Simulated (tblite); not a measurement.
Compound: CH2Cl3SSi (doublet state).
Atom-mapped SMILES: `[SH:1][SiH:2][C:3]([Cl:4])([Cl:5])[Cl:6]` (hydrogens: H7 on S1; H8 on Si2)

Geometry (GFN2-xTB, Å), atoms numbered from 1 in this order:
```
atom  x, y, z in Å
S1     2.329   -0.380    0.107
Si2    0.323   -1.130    0.167
C3    -0.915    0.338   -0.150
Cl4   -0.579    1.160   -1.690
Cl5   -2.576   -0.286   -0.185
Cl6   -0.792    1.541    1.175
H7     2.157    0.399   -0.953
H8     0.063   -1.633    1.505
```

Calculated harmonic vibrations of the isolated species, GFN2-xTB (tblite), most abundant isotopes, no scaling. Against measured fundamentals such values can be off by several per cent, at times by over 20. Modes of hydrogen on silicon and sulfur can be 10 to 20 % off. One conformer, not necessarily the lowest. Open shells enter through the occupations alone, without spin polarisation, and single modes of such species can be off by tens of per cent.

Harmonic wavenumbers (cm⁻¹): 42.2, 80.9, 122.3, 138.1, 165.1, 237.8, 241.6, 270.1, 416.1, 469.4, 506.9, 561.5, 606.6, 648.1, 721.1, 786.4, 2338.2, 2445.4.

A = 1674, B = 844.2, C = 832.7 MHz; mass 178.871 u (most abundant isotopes); point group C1, symmetry number 1; spin multiplicity 2.

Problem. What is the zero-point energy?

Solution. Half the sum of the wavenumbers: 5399 cm⁻¹ = 15.44 kcal/mol.

Problem. What is S at 400 K and 1 bar for an ideal gas of classical rigid rotors and harmonic oscillators?

Solution. Translation 42.94, rotation 30.87, vibration 34.09, spin (R ln 2) 1.38: S = 109.3 cal/(mol K).

Problem. And Cp and H(400 K) − H(0)?

Solution. Cp = 34.42 cal/(mol K), of which vibrations give 26.47 (their classical limit is 18 R = 35.8); H(400 K) − H(0) = 9.80 kcal/mol without the zero-point energy, 6.62 from vibrations.

Problem. How do the functions run with temperature in this model?

Solution. 
```csv
T (K),S (cal/(mol K)),Cp (cal/(mol K)),H − H(0) (kcal/mol),G − H(0) (kcal/mol),ln q(vib)
50,61.7,13.0,0.50,-2.59,0.52
100,72.5,18.6,1.30,-5.96,1.69
298.15,99.6,31.4,6.44,-23.25,6.59
373.15,106.9,33.8,8.89,-31.00,8.25
500,117.2,36.2,13.34,-45.24,10.80
750,132.4,38.8,22.76,-76.54,15.01
1000,143.8,40.3,32.67,-111.12,18.42
```

q(vib) and H(0) count from the zero-point level.

Problem. Blend soft modes into free rotors: weight 1/[1 + (100 cm⁻¹/ν̃)⁴] for the oscillator and the rest for a rotor with moment μB/(μ + B), μ = h/(8π²ν), B = 10⁻⁴⁴ kg m². What vibrational entropy results?

Solution. 31.27 cal/(mol K) in place of 34.09, which changes −T·S at 400 K by +1.13 kcal/mol.

Hindered rotation and anharmonicity are outside this model. Other conformers, if any are populated, would add a mixing term that is left out. The structure is chiral; the term R ln 2 for an equal mix with its mirror image is left out.
